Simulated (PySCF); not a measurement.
A side-by-side comparison of computed properties.

First species: C₄H₉NSi₃.
InChI=1S/C4H9NSi3/c1-8(7-6)4-2-3-5/h8H,7H2,1,6H3/t8-/m1/s1

Second species: C5H10.
Geometry (GFN2-xTB, Å), atoms numbered from 1 in this order:
```xyz
15
C5H10 angstrom
C     -1.956   -0.330    0.211
C     -0.821    0.610   -0.184
C      0.441   -0.154   -0.507
C      1.365   -0.569    0.597
C      1.780    0.503   -0.365
H     -2.853    0.232    0.457
H     -2.190   -1.010   -0.605
H     -1.669   -0.923    1.077
H     -1.123    1.200   -1.054
H     -0.623    1.305    0.635
H      0.325   -0.850   -1.330
H      1.848   -1.532    0.537
H      1.115   -0.273    1.605
H      2.548    0.277   -1.090
H      1.809    1.521   -0.007
```

Levels: B3LYP/def2-SVPD for dipole moment, HOMO energy, LUMO energy, HOMO–LUMO gap, static isotropic polarisability and electronic spatial extent ⟨r²⟩ about the centre of nuclear charge; TDDFT B3LYP/def2-SVPD for lowest singlet excitation; TDA B3LYP/def2-SVPD for lowest triplet excitation (Tamm–Dancoff); GFN2-xTB for rotational constant A and rotational constant C. Geometries: GFN2-xTB. All species are isolated and taken at one optimised geometry, non-relativistic unless stated; the electronic structure was computed with PySCF and density fitting.

Dipoles, sizes and rotational constants follow the conformer. The torsions of the flexible species, by atom-mapped SMILES:
- `[CH3:1][Si@H:2]([C:3]#[C:4][C:5]#[N:6])[SiH2:7][SiH3:8]`: C1–Si2–Si7–Si8 72°
- `[CH3:1][CH2:2][CH:3]1[CH2:4][CH2:5]1`: C1–C2–C3–C4 -84°

Values for the first species:

| Property | Result |
| --- | --- |
| Dipole moment | 4.90 D |
| HOMO energy | -8.00 eV |
| LUMO energy | -1.96 eV |
| HOMO–LUMO gap | 6.04 eV |
| Lowest singlet excitation | 4.79 eV |
| Lowest triplet excitation (Tamm–Dancoff) | 3.96 eV |
| Static isotropic polarisability | 144.9 au |
| Electronic spatial extent ⟨r²⟩ about the centre of nuclear charge | 2376 bohr² |
| Rotational constant A | 1.265 GHz |
| Rotational constant C | 0.474 GHz |

Task: Estimate the same properties for the second species, and the change in each.

Result: 
```csv
property,first,second,second less first
dipole moment,4.90 D,0.10 D,-4.80 D
HOMO energy,-8.00 eV,-7.71 eV,+0.29 eV
LUMO energy,-1.96 eV,0.67 eV,+2.63 eV
HOMO–LUMO gap,6.04 eV,8.38 eV,+2.34 eV
lowest singlet excitation,4.79 eV,7.46 eV,+2.67 eV
lowest triplet excitation (Tamm–Dancoff),3.96 eV,7.34 eV,+3.38 eV
static isotropic polarisability,144.9 au,59.6 au,-85.3 au
electronic spatial extent ⟨r²⟩ about the centre of nuclear charge,2376 bohr²,507 bohr²,-1869 bohr²
rotational constant A,1.265 GHz,11.942 GHz,+10.677 GHz
rotational constant C,0.474 GHz,2.839 GHz,+2.365 GHz
```

On the first: No computed singlet falls in the visible range (750 to 380 nm, 1.65 to 3.26 eV); S1 lies 1.53 eV above its blue end. S1 lies 1.25 eV below the HOMO–LUMO gap; its leading configuration is HOMO→LUMO+1, weight 0.38, beside HOMO→LUMO, weight 0.29. GFN2-xTB frequencies show an imaginary mode (34i cm⁻¹), so this geometry is no minimum at that level.

On the second: No computed singlet falls in the visible range (750 to 380 nm, 1.65 to 3.26 eV); S1 lies 4.20 eV above its blue end.
